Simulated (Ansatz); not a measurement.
One change: `[OH][Al]([SH])[CH2]F` becomes `[OH][Al]([SH])[O][SiH3]`.

Ansatz, PBE0-D4/def2-TZVP geometries, multiplicity 1. Each molecule was computed in one conformer, which needn't be the lowest.

```tsv
property	`[OH][Al]([SH])[CH2]F`
HOMO–LUMO gap (ωB97M-V/def2-TZVPP) / eV	11.18
size of the dipole moment (ωB97M-V/def2-TZVPP) / D	2.10
HOMO–LUMO gap (PBE0/def2-TZVPP) / eV	7.44
HOMO energy (PBE/def2-TZVPP) / eV	-6.59
HOMO energy (B3LYP/def2-TZVPP) / eV	-7.59
ideal-gas entropy at 298 K and 1 bar (rigid rotor, harmonic PBE0-D4/def2-TZVP) / J/(mol·K)	379
```

**Question.** Give the same properties after the change, and the shifts. (Estimate.)

**Answer.** The calculation gave: 
```
                                                                                  property  `[OH][Al]([SH])[O][SiH3]`  shift
                                                   HOMO–LUMO gap (ωB97M-V/def2-TZVPP) / eV                      10.94  -0.24
                                        size of the dipole moment (ωB97M-V/def2-TZVPP) / D                       0.63  -1.47
                                                      HOMO–LUMO gap (PBE0/def2-TZVPP) / eV                       7.15  -0.29
                                                         HOMO energy (PBE/def2-TZVPP) / eV                      -6.59   0.00
                                                       HOMO energy (B3LYP/def2-TZVPP) / eV                      -7.56   0.03
ideal-gas entropy at 298 K and 1 bar (rigid rotor, harmonic PBE0-D4/def2-TZVP) / J/(mol·K)                        415     36
```

The zero-point energy changes by 2.5 kJ/mol with +3 modes. Dipoles are sizes alone; their direction can turn. Modes under 60 cm⁻¹, often nearly free rotors, make the harmonic entropy too high.

B3LYP here is the variant with VWN-RPA as its local correlation; programs differ in this.
